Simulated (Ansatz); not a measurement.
Geometry optimisation, RKS LDA/def2-SVP in Ansatz 0.2.0.

Input file:

```yaml
crystal:
  periodic: [false, false, false]
  atoms:
    - { symbol: O, position_ang: [-1.775, 0.0821, 0.6415] }
    - { symbol: C, position_ang: [-0.6398, -0.1584, 0.6439] }
    - { symbol: S, position_ang: [0.2992, 0.1795, 2.1013] }
    - { symbol: C, position_ang: [0.0754, -0.7752, -0.5578] }
    - { symbol: Se, position_ang: [-0.02, 0.447, -2.0732] }
    - { symbol: H, position_ang: [0.6836, 1.4767, 1.6541] }
    - { symbol: H, position_ang: [1.0812, -1.0571, -0.3295] }
    - { symbol: H, position_ang: [-0.5148, -1.69, -0.8366] }
    - { symbol: H, position_ang: [0.8987, 1.449, -1.2609] }
basis:
  gaussian: { orbitals: def2-SVP }
hamiltonian:
  xc: lda
relax:
  f_tol: 0.02
  max_steps: 50
```

Command:

```bash
$ ansatz run input.yaml --threads 2 --pin off --max-ram 3072MiB --backend cpu --events-out ev --progress --plain --runs-dir out
```

**Question.** Where does it end, and by what steps?

**Answer.** The run converged. After 20 steps the energy has fallen by 0.814 eV; H6 moved furthest, 1.04 Å.

```
step  energy less start (eV)  largest force component (eV/Å)  accepted
   0                  0.0000                           4.081       yes
   1                 -0.3226                           0.838       yes
   2                 -0.3828                           0.690       yes
   3                 -0.4446                           1.161       yes
   4                 -0.5161                           1.104       yes
   5                 -0.5922                           1.388       yes
   6                 -0.7103                           0.514       yes
   7                 -0.7596                           0.863       yes
   8                 -0.7890                           0.480       yes
   9                 -0.7922                           0.364       yes
  10                 -0.7985                           0.428       yes
  11                 -0.8073                           0.097       yes
  12                 -0.7986                           0.334        no
  13                 -0.8090                           0.039       yes
  14                 -0.8100                           0.039       yes
  15                 -0.8109                           0.207       yes
  16                 -0.8128                           0.044       yes
  17                 -0.8133                           0.032       yes
  18                 -0.8135                           0.024       yes
  19                 -0.8134                           0.035        no
  20                 -0.8135                           0.012       yes
```

```xyz
9
Properties=species:S:1:pos:R:3
O -1.963 -0.391 0.775
C -0.790 -0.175 0.630
S 0.067 0.922 1.777
C 0.048 -0.732 -0.484
Se 0.217 0.577 -1.923
H 1.321 0.760 1.259
H 1.048 -1.068 -0.139
H -0.508 -1.586 -0.925
H 0.649 1.647 -0.987
```

Time of the run: 27 s on 2 threads of AMD EPYC 7R13 Processor (Zen 3), with other jobs on the host, peak memory 0.17 GiB.
